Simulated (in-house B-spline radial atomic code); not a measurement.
The numbers below are computed, except where a source is named.
Weak and strong correlation along the adiabatic connection

Two-electron singlets in several external potentials (atomic units), by full CI in B-splines with partial waves to l = 8 (correlation energies up to 0.6 % small). The repulsion is scaled by λ at fixed density; W(λ) is the mean repulsion less the Hartree energy, W(0) = E_x, and the area under W from 0 to 1 is E_xc.

Relative drop (W(λ) − E_x)/E_x:

```json
{"system": "−Z exp(−kr)/r, Z = 8.29, k = 3.75", "λ = 0.12": "0.0028", "λ = 0.25": "0.0057", "λ = 0.4": "0.0090", "λ = 0.6": "0.0134", "λ = 0.8": "0.0177", "λ = 1": "0.0219"}
{"system": "ω²r²/2 − Z/r, ω = 0.0398, Z = 1", "λ = 0.12": "0.0298", "λ = 0.25": "0.0578", "λ = 0.4": "0.0854", "λ = 0.6": "0.1162", "λ = 0.8": "0.1415", "λ = 1": "0.1627"}
{"system": "ω²r²/2 − Z/r, ω = 0.0794, Z = 0.3", "λ = 0.12": "0.0451", "λ = 0.25": "0.0834", "λ = 0.4": "0.1179", "λ = 0.6": "0.1528", "λ = 0.8": "0.1794", "λ = 1": "0.2002"}
{"system": "ω²r²/2, ω = 5.63", "λ = 0.12": "0.0064", "λ = 0.25": "0.0131", "λ = 0.4": "0.0206", "λ = 0.6": "0.0301", "λ = 0.8": "0.0392", "λ = 1": "0.0479"}
{"system": "−V exp(−r²/w²), V = 2.69, w = 10.9", "λ = 0.12": "0.0358", "λ = 0.25": "0.0680", "λ = 0.4": "0.0986", "λ = 0.6": "0.1311", "λ = 0.8": "0.1567", "λ = 1": "0.1773"}
{"system": "−Z/r, Z = 1.85", "λ = 0.12": "0.0122", "λ = 0.25": "0.0246", "λ = 0.4": "0.0380", "λ = 0.6": "0.0544", "λ = 0.8": "0.0695", "λ = 1": "0.0834"}
{"system": "−Z/r, Z = 1.4", "λ = 0.12": "0.0180", "λ = 0.25": "0.0358", "λ = 0.4": "0.0545", "λ = 0.6": "0.0767", "λ = 0.8": "0.0963", "λ = 1": "0.1137"}
```

Problem. Order the systems by how far second-order (GL2) theory, half the initial slope (estimated from the first points of each curve), overshoots the correlation energy, least first.
A. −Z exp(−kr)/r, Z = 8.29, k = 3.75
B. −Z/r, Z = 1.85
C. ω²r²/2 − Z/r, ω = 0.0794, Z = 0.3
D. −Z/r, Z = 1.4
E. ω²r²/2, ω = 5.63
F. −V exp(−r²/w²), V = 2.69, w = 10.9
G. ω²r²/2 − Z/r, ω = 0.0398, Z = 1

Solution. A (GL2/E_c = 1.04), E (GL2/E_c = 1.09), B (GL2/E_c = 1.16), D (GL2/E_c = 1.24), G (GL2/E_c = 1.40), F (GL2/E_c = 1.52), C (GL2/E_c = 1.70).

Problem. What else changes along this order?

Solution. The ratio follows the bend of the curve. With it the leading natural occupation goes from 1.999 to 1.854 and −T_c/E_c from 0.96 to 0.60 between the first and the last.
